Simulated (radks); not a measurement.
The numbers below are computed, except where a source is named.
Species: V. Configuration: [Ar] 3d3 4s2. Code: a radial shooting solver on a logarithmic mesh with Libxc functionals. Model: scalar-relativistic Kohn-Sham, r2SCAN, spin-polarised, spherical densities, finite nucleus; open shells are filled with parallel spins first; meta-GGA in the generalised Kohn-Sham scheme; Fermi nuclear charge, rms radius 3.6002 fm.

Local quantities along the radius. ELF = 1/(1 + alpha^2) is the electron localisation function; alpha = (tau - tau_W)/tau_unif compares the Pauli kinetic energy density with that of the uniform gas (summed over spins); r v_xc is r times the local exchange-correlation potential of spin up (hartree bohr, multiplicative part alone). tau is taken from the large components.

| r (bohr) | ELF | alpha | r v_xc |
|---|---|---|---|
| 0.002175 | 1.000 | 0.01472 | -0.08472 |
| 0.002492 | 1.000 | 0.01480 | -0.09145 |
| 0.002855 | 1.000 | 0.01494 | -0.09917 |
| 0.003271 | 1.000 | 0.01517 | -0.1080 |
| 0.003747 | 1.000 | 0.01548 | -0.1180 |
| 0.004293 | 1.000 | 0.01589 | -0.1293 |
| 0.004958 | 1.000 | 0.01645 | -0.1429 |
| 0.005681 | 1.000 | 0.01712 | -0.1573 |
| 0.006508 | 1.000 | 0.01794 | -0.1735 |
| 0.007456 | 1.000 | 0.01897 | -0.1916 |
| 0.008543 | 1.000 | 0.02026 | -0.2116 |
| 0.009787 | 1.000 | 0.02186 | -0.2337 |
| 0.01121 | 0.999 | 0.02388 | -0.2580 |
| 0.01285 | 0.999 | 0.02644 | -0.2844 |
| 0.01472 | 0.999 | 0.02975 | -0.3130 |
| 0.01686 | 0.999 | 0.03407 | -0.3437 |
| 0.01947 | 0.998 | 0.04021 | -0.3782 |
| 0.02231 | 0.998 | 0.04815 | -0.4125 |
| 0.02556 | 0.997 | 0.05919 | -0.4482 |
| 0.02929 | 0.994 | 0.07493 | -0.4849 |
| 0.03355 | 0.990 | 0.09800 | -0.5225 |
| 0.03844 | 0.983 | 0.1328 | -0.5611 |
| 0.04404 | 0.966 | 0.1868 | -0.6011 |
| 0.05045 | 0.931 | 0.2724 | -0.6414 |
| 0.05781 | 0.856 | 0.4095 | -0.6699 |
| 0.06623 | 0.719 | 0.6248 | -0.6490 |
| 0.07587 | 0.532 | 0.9385 | -0.5600 |
| 0.08763 | 0.358 | 1.339 | -0.5287 |
| 0.1004 | 0.276 | 1.621 | -0.5835 |
| 0.115 | 0.277 | 1.615 | -0.6819 |
| 0.1318 | 0.360 | 1.334 | -0.6883 |
| 0.151 | 0.509 | 0.9817 | -0.8277 |
| 0.173 | 0.666 | 0.7087 | -0.9306 |
| 0.1982 | 0.774 | 0.5403 | -0.9810 |
| 0.227 | 0.829 | 0.4540 | -1.009 |
| 0.2601 | 0.842 | 0.4339 | -1.045 |
| 0.298 | 0.805 | 0.4920 | -1.054 |
| 0.3442 | 0.660 | 0.7174 | -0.9521 |
| 0.3943 | 0.381 | 1.274 | -0.7042 |
| 0.4517 | 0.170 | 2.210 | -0.7419 |
| 0.5175 | 0.137 | 2.508 | -0.8632 |
| 0.5929 | 0.270 | 1.646 | -0.9080 |
| 0.6793 | 0.556 | 0.8942 | -1.119 |
| 0.7783 | 0.748 | 0.5799 | -1.228 |
| 0.8917 | 0.811 | 0.4827 | -1.234 |
| 1.022 | 0.806 | 0.4906 | -1.239 |
| 1.17 | 0.747 | 0.5814 | -1.212 |
| 1.341 | 0.621 | 0.7819 | -1.115 |
| 1.549 | 0.415 | 1.187 | -0.9620 |
| 1.774 | 0.236 | 1.799 | -0.8136 |
| 2.033 | 0.156 | 2.326 | -0.7947 |
| 2.329 | 0.177 | 2.156 | -0.8124 |
| 2.668 | 0.322 | 1.450 | -0.8271 |
| 3.057 | 0.529 | 0.9443 | -0.8075 |
| 3.502 | 0.712 | 0.6353 | -0.8273 |
| 4.012 | 0.826 | 0.4582 | -0.7998 |
| 4.597 | 0.880 | 0.3689 | -0.7169 |
| 5.266 | 0.900 | 0.3331 | -0.5494 |
| 6.082 | 0.897 | 0.3391 | -0.1243 |
| 6.968 | 0.868 | 0.3901 | 0.3895 |
| 7.983 | 0.806 | 0.4900 | -0.1416 |
| 9.146 | 0.679 | 0.6873 | -0.08845 |
| 10.48 | 0.452 | 1.102 | -0.07209 |
| 12.01 | 0.189 | 2.071 | 0.1642 |

On this mesh the ELF has minima near r = 0.10, 0.52, 2.0 bohr, which separate the shells, and maxima near 0.26 (0.84), 0.89 (0.81), 5.3 (0.90).
